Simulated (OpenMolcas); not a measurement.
# neutral silicon: from CASSCF to CASPT2

```json
{"Program": "OpenMolcas", "Basis": "ANO-RCC-VQZP [6s5p3d2f1g]", "Scalar Hamiltonian": "DKH2, point nucleus", "Active space": "2 electrons in 3 orbitals (3p)", "State averaging": "2S+1 = 3 even, 3 roots; 2S+1 = 1 even, 6 roots", "Spin-orbit coupling": "RASSI with atomic mean-field integrals over the reference wave functions, term energies averaged over their components"}
```

Methods on the same reference wave functions:
A. CASSCF
B. SS-CASPT2, IPEA 0.25 Eh, imaginary shift 0.1 Eh (closed shells correlated: 2s 2p 3s)

Energies in cm-1 above 3s2 3p2 3P0, the measured ground level; measured values from NIST Handbook of Basic Atomic Spectroscopic Data.

```
      Level      A      B  Measured
3s2 3p2 3P0    0.0    0.0       0.0
3s2 3p2 3P1   66.4   67.0      77.1
3s2 3p2 3P2    195    195       223
3s2 3p2 1D2   8736   5970      6299
3s2 3p2 1S0  21305  14880     15394
```

Deviations, from unrounded energies. A percentage is the sum of absolute deviations over the sum of measured energies, with the sign that they share, or ± where signs differ.

```csv
Against measurement,Levels,A,B
mean absolute deviation (cm-1),4,2100,220
fine structure of the ground term (%),2,-12.9,-12.6
other terms of the ground configuration (%),2,+38.5,-3.9
```

B lies closest to measurement on these levels. The largest miss of B in the table is 3s2 3p2 1S0, by -520 cm-1. The ranking rests on the paired levels alone, and a cruder setting can come out closer through cancelling errors.

From A to B the spin-free energies of the other terms of 3s2 3p2 shown, above 3P, scale by factors of 0.68 to 0.70.

The lowest spin-free term lies below A's lowest term by 0.118 hartree in B.

Term energies are means over components that CASPT2 splits; among the terms shown or strongly mixed into the levels shown the widest spread is 78 cm-1 (3s2 3p2 1D, B). With the s shell closed, the reference lacks s² → p² mixing. Without dynamic correlation excited terms often stand tens of per cent too high (terms of higher spin than the ground term too low), and those without a measured partner can miss by more than the paired ones (holds for A). Measured partners are found by configuration, term and J. A level has none where our copy of the source lacks it or the pairing is in doubt (some pairs that miss far off the trend of their configuration count as doubtful), and it then counts in no deviation. Levels of configurations outside the active space are missing.
